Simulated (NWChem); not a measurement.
Molecule: C₃H₂BF₃; SMILES C#CB(F)C(F)F

```xyz
9

C      1.1379    -2.4369     0.3419
C      0.3609    -1.5306     0.1220
B     -0.5758    -0.3772    -0.1645
F     -1.8828    -0.5814    -0.2993
C     -0.0658     1.1347    -0.2715
F     -0.1079     1.6378     1.0175
F      1.2282     1.2018    -0.7148
H      1.8185    -3.2361     0.5383
H     -0.6749     1.7950    -0.9023
```
Atoms are numbered in this order, from 1.

Results from NWChem. All runs use the structure optimised with B3LYP/6-31G* (spherical d). Hybrids' shares of exact exchange are those that their runs print; pure functionals count as 0. The functionals differ in more than this share.

| row | share of exact exchange | orbital gap (eV) |
|---|---|---|
| PBE/def2-TZVP | 0.00 | 4.12 |
| B3LYP/def2-TZVP | 0.20 | withheld |
| PBE0/def2-TZVP | 0.25 | 6.46 |
| PW6B95/def2-TZVP | 0.28 | 6.58 |

### Question
Fit a straight line of the last column on the one before it, predict the withheld value, and compare with the run.

### Answer

1. Means of the 3 shown rows: x = 0.177, y = 5.720. Slope Σ(x − x̄)(y − ȳ)/Σ(x − x̄)² = 0.4258/0.04727 = 9.008; intercept 4.129.
2. The shown rows scatter about the line by 0.062 (root mean square); the largest residual is +0.08, at PBE0/def2-TZVP.
3. At x = 0.20 (B3LYP/def2-TZVP; inside the shown range) the line gives 5.93.
4. The run gives 6.01, +0.08 from the line, 1.3 times the scatter.
